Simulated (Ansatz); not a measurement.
C3H7NSe (`CC[Se]C=N`). The species carries charge 0 and has multiplicity 1. Geometry: relaxed with PBE0-D4/def2-TZVP. It is one conformer, not always the lowest.

```xyz
12

C    -1.215    0.823   -0.926
C    -0.913   -0.605   -0.528
Se    0.994   -1.027   -0.497
C     1.388   -0.221    1.189
N     2.510   -0.074    1.736
H    -2.296    0.992   -0.945
H    -0.776    1.534   -0.222
H    -0.816    1.048   -1.916
H    -1.342   -1.321   -1.231
H    -1.305   -0.850    0.461
H     0.489    0.123    1.709
H     3.282   -0.422    1.169
```

What is the dipole moment at r2SCAN/def2-TZVPP? (An estimate is asked.)

The calculation gave: 2.68 D, with components (-2.23, -0.09, -1.47) D in this frame, pointing from negative to positive charge.

And with PBE, B3LYP, ωB97M-V? (Best estimate.)

Ansatz gave: PBE 2.58 D, B3LYP 2.68 D, ωB97M-V 2.64 D.

Give the Mulliken charges with r2SCAN, B3LYP, ωB97M-V in def2-TZVPP. (Best estimate.)

Computed: 
| atom | r2SCAN | B3LYP | ωB97M-V |
| --- | --- | --- | --- |
| C1 | -0.11 | -0.22 | -0.26 |
| C2 | -0.12 | -0.22 | -0.31 |
| Se3 | 0.03 | 0.06 | 0.06 |
| C4 | 0.00 | -0.09 | -0.08 |
| N5 | -0.30 | -0.24 | -0.23 |
| H6 | 0.05 | 0.08 | 0.11 |
| H7 | 0.05 | 0.08 | 0.10 |
| H8 | 0.05 | 0.09 | 0.11 |
| H9 | 0.08 | 0.11 | 0.14 |
| H10 | 0.07 | 0.11 | 0.14 |
| H11 | 0.07 | 0.10 | 0.10 |
| H12 | 0.15 | 0.14 | 0.12 |

B3LYP here is the variant with VWN-RPA as its local correlation; programs differ in this.
